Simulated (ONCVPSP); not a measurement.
Fe: ONCV pseudisation with PBE, scalar-relativistic reference atom.

* Element: iron
* Generator: ONCVPSP 4.0.1
* Type: optimised norm-conserving Vanderbilt (ONCV)
* Functional: PBE
* Relativity: scalar-relativistic
* Frozen core: [Ne]
* Valence charge: 16
* Reference configuration: 3s2 3p6 3d6 (charge +2)
* Partial waves: 3s: rc 1.15 bohr, ncon 3, nbas 6, qcut 8.2 1/bohr, 2 projectors, debl 3.7 Ha; 3p: rc 1.00 bohr, ncon 3, nbas 7, qcut 16.6 1/bohr, 2 projectors, debl 2.3 Ha; 3d: rc 0.85 bohr, ncon 3, nbas 8, qcut 13.1 1/bohr, 3 projectors, debl 2.9 Ha
* Local potential: polynomial inside 0.80 bohr (lpopt 5, dvloc0 0 Ha)
* Core correction: none

In the s channel the program set the typed energies aside and used -4.133, 0.250 Ha. In the p channel the program set the typed energies aside and used -2.885, 0.250 Ha.

All-electron outer shells of the reference configuration (PBE, scalar-relativistic, ld1.x):

```
shell  level (eV)  outermost node (bohr)  outermost maximum (bohr)
   3s     -112.47                   0.33                      0.70
   3p      -78.51                   0.30                      0.72
   3d      -25.72                      –                      0.71
```

Task: Does the generator finish with these settings?

Result: Yes, a potential is produced and its reference levels are reproduced.

Task: Estimate the cutoffs (Ha) at which the residual kinetic energy of the hardest occupied pseudo-wave falls to 1 and 0.1 mHa per electron.

Result: 84 Ha and 336 Ha.

Task: Does the potential have ghost states?

Result: No bound ghost flagged; no localised positive-energy state flagged.

Its largest configuration-test error is +5.4 meV (3s2 3p6 3d6 4s2). 1 of 4 tests not solved or not reliable.
